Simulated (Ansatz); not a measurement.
Computed with Ansatz on PBE0-D4/def2-TZVP structures; ΔE is electronic, products minus reactants. CCSD(T)/CBS adds triple-zeta CCSD(T) − MP2 to the extrapolated MP2 energy (def2 sets, frozen cores). This one scheme is used for every species. Functionals use def2-TZVPP. HSE06 is defined as in plane-wave codes. Elements past krypton have def2 core potentials. For Br, In outer-core shells are correlated without core-valence functions, which leaves a few kJ/mol of doubt a bond. Scalar relativity is left out up to krypton. Each species was taken in one conformer, which may not be the lowest.

Consider the ligand exchange at the In–Br bond: `[OH][In]([Br])[Br]` + NH₃ → `[NH2][In]([OH])[Br]` + HBr.

CCSD(T)/CBS gives +117.5 kJ/mol.

(1) Another level gave +122.5 kJ/mol. Which?
A. BHLYP/def2-TZVPP
B. RPA@PBE/def2-TZVPP
C. PBE-D4/def2-TZVPP
D. HSE06/def2-TZVPP

(2) What do rigid-rotor, harmonic-oscillator terms from PBE0-D4/def2-TZVP frequencies (298.15 K, 1 bar) make of the CCSD(T)/CBS value? (Estimate.)

Largest T1 diagnostic among the species: 0.013.

Answers

(1) D. HSE06 122.5, PBE-D4 116.0, RPA@PBE/def2-TZVPP 107.9, BHLYP 126.5 kJ/mol.

(2) The calculation gave: ΔZPE = -10.5 kJ/mol, ΔH = +106.7 kJ/mol, ΔS = -4 J/(mol·K), ΔG = +107.8 kJ/mol.

Leaving LDA and LC-ωPBE aside and taking each functional with its dispersion term where it has one, the values, not all of them listed here, spread over 14.6 kJ/mol, from BLYP-D4 to BHLYP-D4. LDA lies −7.8 kJ/mol from PBE without D4. In def2-TZVPP, CCSD(T) changes the Hartree–Fock value by −23.9 kJ/mol (the triples alone add −2.2 kJ/mol) and MP2 by −22.3 kJ/mol.
